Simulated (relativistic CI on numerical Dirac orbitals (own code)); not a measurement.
**Pr3+ (4f2) in a crystal field**

Calculated by Dirac-Coulomb-Breit CI, KLI orbitals optimised for each configuration, QED by a radiative potential, valence Slater integrals scaled by 0.7, one configuration in a parametric crystal field (own radial code).

Field parameters in Wybourne normalisation. The field is a parameter set, without covalency.

S and J are read from ⟨S²⟩ = S(S + 1) and ⟨J²⟩ = J(J + 1) of each level; they are not fictitious spins.

D4h, B20 = 1880, B40 = -330, B44 = -400, B60 = 340, B64 = -610 cm⁻¹, the lowest 16 levels:

| E (cm⁻¹) | Degeneracy | Irrep | S | J |
| --- | --- | --- | --- | --- |
| 0.0 | 1 | A1 | 0.98 | 4.00 |
| 0.3 | 1 | A2 | 0.98 | 4.00 |
| 296 | 2 | E | 0.98 | 4.01 |
| 551 | 1 | B2 | 0.97 | 4.00 |
| 733 | 1 | B1 | 0.97 | 4.00 |
| 811 | 2 | E | 0.97 | 4.00 |
| 872 | 1 | A1 | 0.97 | 3.99 |
| 2087 | 2 | E | 1.00 | 5.00 |
| 2341 | 1 | A1 | 1.00 | 5.00 |
| 2342 | 1 | A2 | 1.00 | 5.00 |
| 2633 | 2 | E | 1.00 | 4.98 |
| 2759 | 1 | B1 | 1.00 | 4.98 |
| 2882 | 1 | B2 | 1.00 | 4.99 |
| 2936 | 2 | E | 1.00 | 4.98 |
| 2965 | 1 | A2 | 1.00 | 4.98 |
| 4177 | 1 | B2 | 1.00 | 5.98 |

D3d, B20 = 1690, B40 = -590, B43 = -180, B60 = -510, B63 = 90, B66 = -40 cm⁻¹, the lowest 16 levels:

| E (cm⁻¹) | Degeneracy | Irrep | S | J |
| --- | --- | --- | --- | --- |
| 0.0 | 2 | E | 0.98 | 4.00 |
| 277 | 1 | A2 | 0.97 | 4.00 |
| 285 | 1 | A1 | 0.97 | 4.00 |
| 467 | 2 | E | 0.97 | 4.00 |
| 738 | 2 | E | 0.97 | 4.00 |
| 860 | 1 | A1 | 0.97 | 3.99 |
| 2083 | 2 | E | 1.00 | 5.00 |
| 2332 | 2 | E | 1.00 | 5.00 |
| 2500 | 1 | A1 | 1.00 | 4.99 |
| 2504 | 1 | A2 | 1.00 | 5.00 |
| 2699 | 2 | E | 1.00 | 4.99 |
| 2873 | 2 | E | 1.00 | 4.98 |
| 2936 | 1 | A2 | 1.00 | 4.99 |
| 4175 | 1 | A1 | 1.00 | 6.00 |
| 4175 | 1 | A2 | 1.00 | 6.00 |
| 4449 | 2 | E | 1.00 | 6.00 |

D4h, B20 = -70, B40 = 340, B44 = 710, B60 = 150, B64 = -870 cm⁻¹, the lowest 10 levels:

| E (cm⁻¹) | Degeneracy | Irrep | S | J |
| --- | --- | --- | --- | --- |
| 0.0 | 1 | A1 | 0.98 | 4.00 |
| 150 | 2 | E | 0.97 | 4.01 |
| 220 | 1 | A2 | 0.97 | 4.01 |
| 243 | 1 | B1 | 0.97 | 4.00 |
| 295 | 1 | B2 | 0.98 | 4.00 |
| 316 | 2 | E | 0.98 | 4.00 |
| 419 | 1 | A1 | 0.97 | 4.00 |
| 2236 | 1 | A2 | 1.00 | 4.99 |
| 2243 | 2 | E | 1.00 | 4.99 |
| 2306 | 1 | B2 | 1.00 | 5.00 |

The next free-ion level lies 2107 cm⁻¹ above the lowest; the field splits the ground level into components whose J stays near 4 as long as their spread is small against that gap.

Levels of this model without a field, named by their leading LS term (the scale mimics covalency, so terms lie below those of the real free ion): 3H_4 0, 3H_5 2107, 3H_6 4251, 3F_2 4764, 1G_4 5997, 3F_3 6124, 3F_4 8806, 1D_2 16299 cm⁻¹.
